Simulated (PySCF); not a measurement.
The vertical singlet excitations below were computed for one of the candidates. Computed with TDDFT wB97X-D/def2-SVPD, vertical, gas phase, core orbitals frozen in the response (PySCF 2.14.0, density-fitted response routines). Geometries: PBE0-D3(BJ)/def2-SVP, one conformer each.

| state | E (eV) | λ (nm) | f |
| --- | --- | --- | --- |
| S1 | 6.59 | 188.1 | 0.0001 |
| S2 | 6.92 | 179.1 | 0.0075 |
| S3 | 6.98 | 177.7 | 0.010 |
| S4 | 7.09 | 174.9 | 0.0092 |
| S5 | 7.44 | 166.6 | 0.010 |
| S6 | 7.47 | 166.1 | 0.0083 |
| S7 | 7.61 | 162.9 | 0.0038 |
| S8 | 7.85 | 157.9 | 0.011 |
| S9 | 7.99 | 155.1 | 0.022 |
| S10 | 8.07 | 153.6 | 0.038 |

Triplets computed (Tamm–Dancoff): 6.01, 6.27, 6.33, 6.45 eV.

Orbital energies (eV): HOMO-3 -11.45, HOMO-2 -11.25, HOMO-1 -10.89, HOMO -10.76, LUMO 0.75, LUMO+1 1.53, LUMO+2 1.72.

Question: Which structure fits?
A. `OCC(Cl)(Cl)Cl`
B. `O[SiH](O)CCl`
C. `C=C(OC)C(C)=O`
D. `COC(C)(C)C`

Answer: A. Its S1 lies at 6.59 eV; the nearest of the others has S1 at 6.87 eV. S1 is HOMO-1→LUMO (83%). Löwdin shares by element: HOMO oxygen 45%, chlorine 25% or more, carbon 12% or more (atoms not listed hold the other 18%); LUMO chlorine 74%, carbon 25% or more. At the same level the other candidates give, for their lowest levels:
- `C=C(OC)C(C)=O`: 4.03 eV (f 0.000); 5.21 eV (f 0.135); 6.98 eV (f 0.049); 7.61 eV (f 0.000); 7.64 eV (f 0.002); T1 3.37 eV; HOMO -8.96, LUMO 0.35 eV
- `COC(C)(C)C`: 7.45 eV (f 0.000); 8.16 eV (f 0.027); 8.55 eV (f 0.006); 8.60 eV (f 0.007); 8.75 eV (f 0.027); T1 7.40 eV; HOMO -9.22, LUMO 2.28 eV
- `O[SiH](O)CCl`: 6.87 eV (f 0.011); 7.31 eV (f 0.004); 7.94 eV (f 0.012); 8.03 eV (f 0.003); 8.30 eV (f 0.004); T1 6.22 eV; HOMO -10.20, LUMO 1.52 eV

Conformer computed: `[OH:1][CH2:2][C:3]([Cl:4])([Cl:5])[Cl:6]`: O1–C2–C3–Cl4 60°, H–O1–C2–C3 -59°.
